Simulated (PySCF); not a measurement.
**S²⁺ (sulfur, charge +2) across methods**

[Ne] 3s2 3p2, high-spin 3P determinant. Calculation: PySCF 2.14, in dyall-acv3z (19s12p6d4f, 113 functions); the spin-free X2C one-electron Hamiltonian (Gaussian nucleus).

| method | E (hartree) | mean ε 3s α (eV) | mean ε 3s β (eV) | mean ε 3p α (eV) | Σ⟨r²⟩ (bohr²) | ⟨S²⟩ |
| --- | --- | --- | --- | --- | --- | --- |
| PBE | -397.8088 | -40.304 | -37.775 | -28.942 | 14.90 | 2.003 |
| BLYP | -398.0011 | -40.047 | -37.799 | -28.681 | 14.91 | 2.003 |
| revPBE | -397.9147 | -40.297 | -37.692 | -28.946 | 14.90 | 2.003 |
| BHandHLYP | -397.9941 | -44.636 | -40.622 | -31.928 | 14.93 | 2.005 |
| LDA | -396.5757 | -40.270 | -37.979 | -28.856 | 14.92 | 2.001 |
| PBE0 | -397.8382 | -42.600 | -39.201 | -30.571 | 14.90 | 2.004 |
| UHF | -397.42430 | -48.654 | -42.018 | -34.723 | 15.04 | 2.011 |
| r2SCAN | -397.9434 | -41.105 | -37.902 | -29.473 | 14.91 | 2.007 |
